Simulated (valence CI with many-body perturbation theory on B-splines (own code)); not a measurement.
**Sensitivity of CI+MBPT for Re43+**

Calculated by valence CI with perturbative core correlation (CI+MBPT): four valence electrons over a frozen Dirac-Fock core [Ar] 3d10, a basis of 6 s, 6 p, 5 d, 3 f, 1 g functions for each j, with the one-electron correlation potential Σ1, the two-electron term Σ2, the three-electron term Σ3, Breit, model QED; selected CI, second order for the rest, scaled by the run's own slope (own B-spline code, finite nucleus).

The last digits are not significant, and no measured levels were compared; by estimate large intervals hold to a few tenths of a per cent, small ones and those within an open d or f shell to about a per cent.

The reference run has the lowest level (4s^2 4p1/2^2) J=0 and an ionisation energy of 2241.39 eV. Its largest variational space holds 9994 state functions.

Levels are named by their leading jj configuration (3d3/2^4 stands for four electrons in 3d with j = 3/2), which in mixed levels can hold well under half, so a name can repeat and another be missing. Letters in brackets count levels of one name in rising energy.

Changed runs:
A. Davidson tolerance 2e-05 → 0.0003
B. size limit of the variational space 10000 → 3000; second order for the rest on → off
C. lowest core n in screening and Σ2 1 → 2
D. size limit of the variational space 10000 → 300; second order for the rest on → off (bad on purpose)

Excitation energies of the reference run in cm⁻¹, and shifts in cm⁻¹:

| Level | Reference | A | B | C | D |
| --- | --- | --- | --- | --- | --- |
| (4s^2 4p1/2 4p3/2) J=1 | 795737 | 0 | +46 | +1.4 | +1194 |
| (4s^2 4p1/2 4p3/2) J=2 | 831149 | 0 | +112 | +1.1 | +1825 |
| (4s 4p1/2^2 4p3/2) J=2 | 1591580 | 0 | +239 | +2.6 | +1898 |
| (4s^2 4p3/2^2) J=2 | 1653650 | 0 | +91 | +1.9 | +1574 |
| (4s 4p1/2^2 4p3/2) J=1 | 1712440 | 0 | +147 | +5.0 | +1819 |
| (4s^2 4p3/2^2) J=0 | 1730090 | 0 | +1.0 | +0.1 | +177 |
| (4s^2 4p1/2 4d3/2) J=2 | 2059450 | 0 | +355 | +3.8 | +2136 |
| (4s^2 4p1/2 4d3/2) J=1 | 2209930 | 0 | +181 | +4.2 | +2073 |
| (4s^2 4p1/2 4d5/2) J=2 | 2271100 | 0 | +264 | +3.3 | +1863 |
| (4s^2 4p1/2 4d5/2) J=3 | 2298800 | 0 | +182 | +3.8 | +1948 |
| (4s 4p1/2 4p3/2^2) J=2 [a] | 2406810 | 0 | +255 | +3.3 | +2095 |
| (4s 4p1/2 4p3/2^2) J=3 | 2452850 | 0 | +224 | +3.6 | +2085 |
| Ionisation energy (eV) | 2241.39 | 0 | -9e-05 | +0.00054 | -0.029 |

No effect on these energies: A.
